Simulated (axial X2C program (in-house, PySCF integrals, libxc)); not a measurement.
**Working with the constants of Te₂⁻**

A bond curve at the CCSD(T) level, two-component, was computed with an in-house all-electron X2C program for linear molecules (integrals from PySCF) (basis Te dyall-acv3z [12s13p9d5f1g] (cores contracted in-house)) for the state Ω = 3/2 (⟨Sz⟩ = 0.50, ⟨Lz⟩ = 1.00 at HF). Its fit gives Re = 2.7017 Å, ωe = 204.8 cm⁻¹, ωexe = 0.483 cm⁻¹ and αe = 9.759e-05 cm⁻¹; the masses are 129.9062 and 129.9062 u. Two-component means X2C with spin–orbit coupling and atomic mean-field Coulomb and Gaunt terms.

Correlated methods: 13 electrons correlated (number of frozen shells: Te 4 s, 3 p, 2 d), 359 virtual spin orbitals or spinors in MP2, 90 natural virtuals in coupled cluster.

Problem. Find the reduced mass, Be and the force constant.

Solution. From the CCSD(T) values: μ = 64.9531 u. Be = 16.8576/(μ Re²) = 0.03556 cm⁻¹. k = 5.8918×10⁻⁷ μ ωe² = 1.61 mdyn/Å.

Problem. Where do the fundamental and the first overtone lie?

Solution. ν(1←0) = ωe − 2ωexe = 203.8 cm⁻¹; ν(2←0) = 2ωe − 6ωexe = 406.7 cm⁻¹.

Problem. A Morse curve ties αe to the other constants (Pekeris). How well does that hold?

Solution. αe(Morse) = 6Be²/ωe × (√(ωexe/Be) − 1) = 9.947e-05 cm⁻¹; the CCSD(T) curve gives 9.759e-05 cm⁻¹, a ratio of 1.02.

Problem. Estimate the centrifugal constant by the Kratzer relation.

Solution. D = 4Be³/ωe² = 4.29e-09 cm⁻¹.

Problem. Estimate De from a Morse curve and compare with the computed well depth of 2.509 eV to Te- + Te.

Solution. De(Morse) = ωe²/(4ωexe) = 2.692 eV against 2.509 eV computed, a ratio of 1.07. For De the Morse form works well here.

Occupations by symmetry block were frozen at the best pattern of an incomplete PBE0 search. Dissociation energies refer to the lowest single-determinant-based atoms at the same level and basis. CCSD and (T) use frozen natural virtuals with an MP2 correction for the truncation; (T) itself is uncorrected, so its De runs slightly low. With the outer-core shells frozen, correlated bond lengths of heavy atoms tend to come out a few hundredths of an ångström too long.
